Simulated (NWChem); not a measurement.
System: CH₆FNSi₂; SMILES F[SiH2]/C=N/[SiH3]

Parts of the log:

```
             Northwest Computational Chemistry Package (NWChem) 7.3.0
             --------------------------------------------------------

                             Geometry "geometry" -> ""
                             -------------------------

 Output coordinates in angstroms (scale by  1.889725989 to convert to a.u.)

  No.       Tag          Charge          X              Y              Z
 ---- ---------------- ---------- -------------- -------------- --------------
    1 F                    9.0000    -0.61198100     2.87942100     0.41071700
    2 Si                  14.0000     0.43001100     1.71153700    -0.04215900
    3 C                    6.0000    -0.37570400     0.01312700     0.18407500
    4 N                    7.0000     0.35789200    -0.97153400    -0.14284300
    5 Si                  14.0000    -0.08709400    -2.67475000    -0.05441400
    6 H                    1.0000     0.76486900     1.91345400    -1.47747900
    7 H                    1.0000     1.64003800     1.80408100     0.81826300
    8 H                    1.0000    -1.41520300    -0.10320300     0.57511700
    9 H                    1.0000     0.89003900    -3.35316200     0.84357400
   10 H                    1.0000    -1.48121900    -2.86721300     0.46835300
   11 H                    1.0000     0.02359700    -3.24468200    -1.42712700

 Effective nuclear repulsion energy (a.u.)     264.0774371763

                                 NWChem DFT Module
                                 -----------------

 Summary of "ao basis" -> "ao basis" (spherical)
 ------------------------------------------------------------------------------
       Tag                 Description            Shells   Functions and Types
 ---------------- ------------------------------  ------  ---------------------
 F                          def2-svp                 6       14   3s2p1d
 Si                         def2-svp                 8       18   4s3p1d
 C                          def2-svp                 6       14   3s2p1d
 N                          def2-svp                 6       14   3s2p1d
 H                          def2-svp                 3        5   2s1p

            General Information
            -------------------
          SCF calculation type: DFT
          Wavefunction type:  closed shell.
          No. of atoms     :    11
          No. of electrons :    56
           Alpha electrons :    28
            Beta electrons :    28
          Charge           :     0
          Spin multiplicity:     1
          Use of symmetry is: off; symmetry adaption is: off
          Maximum number of iterations: 150
          AO basis - number of functions:   108
                     number of shells:    52
          Convergence on energy requested:  1.00D-06
          Convergence on density requested:  1.00D-05
          Convergence on gradient requested:  5.00D-04

              XC Information
              --------------
                         B3LYP Method XC Potential
                     Hartree-Fock (Exact) Exchange  0.200
                        Slater Exchange Functional  0.800 local
                    Becke 1988 Exchange Functional  0.720 non-local
              Lee-Yang-Parr Correlation Functional  0.810
                  VWN I RPA Correlation Functional  0.190 local

             Grid Information
             ----------------
          Grid used for XC integration:  medium
          Radial quadrature: Mura-Knowles
          Angular quadrature: Lebedev.
          Tag              B.-S. Rad. Rad. Pts. Rad. Cut. Ang. Pts.
          ---              ---------- --------- --------- ---------
          F                   0.50       49          14.0       434
          Si                  1.10       88          12.0       590
          C                   0.70       49          10.0       434
          N                   0.65       49           9.0       434
          H                   0.35       45          13.0       434
          Grid pruning is: on
          Number of quadrature shells:   593
          Spatial weights used:  Erf1

      Superposition of Atomic Density Guess
      -------------------------------------

 Sum of atomic energies:        -771.63426621

      Non-variational initial energy
      ------------------------------

 Total energy =    -773.376105
 1-e energy   =   -1592.726777
 2-e energy   =     555.273235
 HOMO         =      -0.262023
 LUMO         =      -0.051903

     ---------------------------------------------
      Total Density - Mulliken Population Analysis
     ---------------------------------------------

    Atom       Charge   Shell Charges
 -----------   ------   -------------------------------------------------------
    1 F    9     9.59   1.99  1.15  0.78  3.52  2.14  0.00
    2 Si  14    13.01   2.00  1.99  0.96  0.23  5.93  0.98  0.72  0.19
    3 C    6     5.90   1.99  0.98  0.32  1.72  0.84  0.05
    4 N    7     7.72   1.99  1.08  0.56  2.47  1.60  0.02
    5 Si  14    13.41   2.00  1.99  0.99  0.27  5.94  1.09  0.98  0.17
    6 H    1     1.08   0.70  0.38  0.01
    7 H    1     1.08   0.70  0.38  0.01
    8 H    1     0.93   0.68  0.23  0.02
    9 H    1     1.09   0.70  0.38  0.01
   10 H    1     1.09   0.70  0.39  0.01
   11 H    1     1.09   0.70  0.38  0.01

   convergence    iter        energy       DeltaE   RMS-Dens  Diis-err
 ---------------- ----- ----------------- --------- --------- ---------
 d= 0,ls=0.0,diis     1   -774.9437942710 -1.04D+03  1.45D-02  7.33D-01
 d= 0,ls=0.0,diis     2   -774.8375930723  1.06D-01  8.55D-03  1.92D+00
 d= 0,ls=0.0,diis     3   -775.0295888806 -1.92D-01  2.22D-03  5.60D-02
 d= 0,ls=0.0,diis     4   -775.0334423743 -3.85D-03  9.84D-04  2.64D-02
 d= 0,ls=0.0,diis     5   -775.0361265469 -2.68D-03  1.93D-04  5.72D-04
  Resetting Diis
 d= 0,ls=0.0,diis     6   -775.0361872150 -6.07D-05  3.36D-05  9.37D-06
 d= 0,ls=0.0,diis     7   -775.0361884418 -1.23D-06  1.74D-05  1.09D-06
 d= 0,ls=0.0,diis     8   -775.0361882665  1.75D-07  1.01D-05  2.42D-06
 d= 0,ls=0.0,diis     9   -775.0361885780 -3.11D-07  2.26D-06  1.42D-07

         Total DFT energy =     -775.036188577991
      One electron energy =    -1596.001515890854
           Coulomb energy =      623.806589733813
    Exchange-Corr. energy =      -66.918699597292
 Nuclear repulsion energy =      264.077437176342

 Numeric. integr. density =       56.000023031986

                       DFT Final Molecular Orbital Analysis
                       ------------------------------------

 Vector   26  Occ=2.000000D+00  E=-3.457130D-01
              MO Center= -3.1D-01, -1.9D+00,  6.9D-02, r^2= 5.6D+00
   Bfn.  Coefficient  Atom+Function         Bfn.  Coefficient  Atom+Function
  ----- ------------  ---------------      ----- ------------  ---------------
    99      0.308262  10 H  s                37      0.224819   3 C  py
    68     -0.208613   5 Si px              100      0.186836  10 H  s
    94     -0.183382   9 H  s               104     -0.183339  11 H  s
    71     -0.128078   5 Si px               50     -0.121907   4 N  px
    65      0.117004   5 Si px               95     -0.111929   9 H  s

 Vector   27  Occ=2.000000D+00  E=-3.246211D-01
              MO Center=  4.1D-01, -5.0D-01, -1.4D-01, r^2= 6.1D+00
   Bfn.  Coefficient  Atom+Function         Bfn.  Coefficient  Atom+Function
  ----- ------------  ---------------      ----- ------------  ---------------
    52      0.273309   4 N  pz               38     -0.238890   3 C  pz
    79     -0.201611   6 H  s                84      0.201613   7 H  s
    94      0.192950   9 H  s               104     -0.192967  11 H  s
    55     -0.186526   4 N  pz               41     -0.160269   3 C  pz
    80     -0.140809   6 H  s                85      0.140819   7 H  s

[...]

                     NWChem Electrostatic Potential Fit Module
                     -----------------------------------------

 Atom parameters

 Number of atoms is                                   11
 Number of basis functions is                        108

 Grid parameters

 Maximum number of grid points is                  50080
 Number of grid points is                          50079
 Grid range                                     0.300000 nm
 Grid spacing                                   0.020000 nm
 Probe radius                                   0.070000 nm
 Atom radius factor                             1.000000

 Atomic radii

    1    0.100000
    6    0.147000
    7    0.140000
    9    0.128000
   14    0.187000
 FASTESP  F
  using M.O. file = ./job.movecs

    Atom              Coordinates                           Charge

                                                  ESP

    1 F    -0.061198    0.287942    0.041072   -0.304782
    2 Si    0.043001    0.171154   -0.004216    0.551138
    3 C    -0.037570    0.001313    0.018408    0.232574
    4 N     0.035789   -0.097153   -0.014284   -0.540070
    5 Si   -0.008709   -0.267475   -0.005441    0.699808
    6 H     0.076487    0.191345   -0.147748   -0.100243
    7 H     0.164004    0.180408    0.081826   -0.100414
    8 H    -0.141520   -0.010320    0.057512    0.005559
    9 H     0.089004   -0.335316    0.084357   -0.141785
   10 H    -0.148122   -0.286721    0.046835   -0.159459
   11 H     0.002360   -0.324468   -0.142713   -0.142326
                                            ------------
                                                0.000000

 Dipole moment                                  0.500344

 Quadrupole moment Qxx                          3.291030
                   Qyy                         -7.148997
                   Qzz                          3.857967

 RMS deviation kJ/mol                           0.060715

 RRMS %                                        44.302553
```

Level: B3LYP/def2-SVP. Coordinates come from a PBE0/def2-SVP optimisation.

Write an input that gives this output.

This is not unique; one that fits is the input that was run:
```
start job
memory heap 200 mb stack 900 mb global 1100 mb
geometry units angstroms noautosym nocenter noautoz
  F     -0.611981     2.879421     0.410717
  Si     0.430011     1.711537    -0.042159
  C     -0.375704     0.013127     0.184075
  N      0.357892    -0.971534    -0.142843
  Si    -0.087094    -2.674750    -0.054414
  H      0.764869     1.913454    -1.477479
  H      1.640038     1.804081     0.818263
  H     -1.415203    -0.103203     0.575117
  H      0.890039    -3.353162     0.843574
  H     -1.481219    -2.867213     0.468353
  H      0.023597    -3.244682    -1.427127
end
basis spherical
  F library def2-svp
  Si library def2-svp
  C library def2-svp
  N library def2-svp
  H library def2-svp
end
dft
  xc b3lyp
  iterations 150
  mulliken
end
task dft energy
esp
  recalculate
  probe 0.07
  range 0.3
  factor 1.0
  spacing 0.02
end
task esp
```
